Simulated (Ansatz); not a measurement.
System: HSiOF, charge 0, singlet. HSiOF (SMILES O[Si]F).
B3LYP-D3(BJ)/def2-TZVP minimum from Ansatz (a program for electronic structure):
```
O
H 1 0.9658
Si 1 1.6433 2 121.03
F 3 1.6279 1 101.75 2 0.00
```
Charge 0, spin multiplicity 1.

Quantity: atomisation energy (electronic, to ground-state atoms), in kcal/mol. Open shells are spin-unrestricted; no spin-orbit coupling. CBS(X,Y): correlation extrapolated as X^-3, Hartree-Fock from the larger set (Q,5: extrapolated as (X+1)exp(-9√X)). A bracket is a step between two methods taken in the basis named. Functionals run without relativity, which enters their misses. Double hybrids freeze cores in their MP2 part. 'core' is core correlation in cc-pwCVTZ (1s frozen past Ne), 'X2C' scalar relativity in cc-pVTZ-DK, both at CCSD(T). Where a partner has so few electrons that a lower coupled-cluster level is exact, that level stands in.

CCSD(T)/CBS(cc-pV(Q+d)Z,cc-pV(5+d)Z) + [CCSDT(Q) - CCSD(T)]/cc-pV(T+d)Z + core + X2C (Ansatz) gives 382.5 kcal/mol.

**Question.** How far off this value is PBE/def2-TZVPD (Ansatz), in which direction, and which of these levels come nearer: r2SCAN/def2-TZVPD, PBE0/def2-TZVPD, B2PLYP/def2-TZVPD, CCSD(T)/CBS(cc-pV(Q+d)Z,cc-pV(5+d)Z) + core + X2C?

**Answer.** PBE gives 384.2 kcal/mol, 1.7 kcal/mol above it. Differences of the others: r2SCAN/def2-TZVPD (Ansatz) -6.6; PBE0/def2-TZVPD (Ansatz) -12.9; B2PLYP/def2-TZVPD (Ansatz) -7.6; CCSD(T)/CBS(cc-pV(Q+d)Z,cc-pV(5+d)Z) + core + X2C (Ansatz) 0.0 kcal/mol. Nearer than PBE: CCSD(T)/CBS(cc-pV(Q+d)Z,cc-pV(5+d)Z) + core + X2C.
